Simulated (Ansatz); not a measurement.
A nudged elastic band was laid between two geometries of C2H5ClSSi (10 atoms, charge 0, multiplicity 1).

All numbers below come from RKS PBE0-D4/def2-SVP (Ansatz 0.2.0).

```
movable images  : 9
climbing image  : yes
spring          : 5.0 eV/Å²
optimiser       : quadratic models (default)
start path      : through a guess of the saddle point
force threshold : 0.03 eV/Å
iteration limit : 55
end points      : relaxed
```

First end point:

```xyz
10
Properties=species:S:1:pos:R:3
C -1.602 0.716 0.321
C -0.371 0.749 -0.196
Cl 0.407 2.267 -0.546
Si 0.653 -0.779 -0.587
S 2.489 -0.808 0.514
H -2.170 1.626 0.535
H -2.074 -0.246 0.540
H -0.208 -1.962 -0.287
H 1.075 -0.768 -2.014
H 1.884 -0.847 1.723
```

Last end point:

```xyz
10
Properties=species:S:1:pos:R:3
C -1.756 0.942 0.240
C -0.528 0.651 -0.205
Cl 0.719 1.894 -0.062
Si -0.128 -1.049 -1.018
S 2.029 -1.034 0.292
H -2.026 1.925 0.639
H -2.534 0.174 0.194
H 2.104 -2.356 0.577
H 0.717 -0.460 -2.148
H 1.485 -0.738 1.494
```

(1) Which bonds break or form, and what moves?

(2) Give the energies along the band, and the barrier.

(3) What is the geometry of the highest image?

(4) What are the harmonic wavenumbers there?

Results:

(1) Bonds broken: Si4–H8. Bonds formed: S5–H8.

(2) The run converged. The highest image is number 5 of 0 to 10, 255.8 kJ/mol above the first end and 50.6 kJ/mol above the last; the last end lies 205.3 kJ/mol above the first. A vibrational analysis at the climbing image gives one clearly imaginary mode, 753i cm⁻¹: a first-order saddle point. The orbitals stay closed-shell, which can raise the energy where a bond breaks towards radicals; this wasn't checked here.

| image | path coordinate (Å) | energy (kJ/mol) | Si4–H8 (Å) | S5–H8 (Å) |
| --- | --- | --- | --- | --- |
| 0 | 0.00 | 0.0 | 1.49 | 3.04 |
| 1 | 0.38 | 4.9 | 1.49 | 2.96 |
| 2 | 0.76 | 27.2 | 1.49 | 2.73 |
| 3 | 1.14 | 95.4 | 1.48 | 2.36 |
| 4 | 1.52 | 205.0 | 1.52 | 1.97 |
| 5 | 1.89 | 255.8 | 1.69 | 1.59 |
| 6 | 2.27 | 242.4 | 2.11 | 1.39 |
| 7 | 2.65 | 225.6 | 2.51 | 1.35 |
| 8 | 3.03 | 210.5 | 2.87 | 1.35 |
| 9 | 3.40 | 205.9 | 3.03 | 1.35 |
| 10 | 3.78 | 205.3 | 3.04 | 1.35 |

(3) 
```xyz
10
Properties=species:S:1:pos:R:3
C -1.650 0.830 0.394
C -0.470 0.714 -0.229
Cl 0.541 2.121 -0.439
Si 0.136 -0.950 -0.903
S 2.252 -1.048 0.391
H -2.019 1.787 0.774
H -2.279 -0.055 0.530
H 1.026 -2.015 0.068
H 0.918 -0.628 -2.148
H 1.627 -0.806 1.565
```

(4) 753i, 47, 95, 194, 236, 337, 349, 422, 521, 558, 712, 738, 775, 812, 943, 1062, 1108, 1380, 1530, 1665, 2173, 2716, 3159, 3266 cm⁻¹.

The run took 6.8 min on 2 threads of Arm Neoverse V2, with other jobs on the host, peak memory 0.26 GiB.
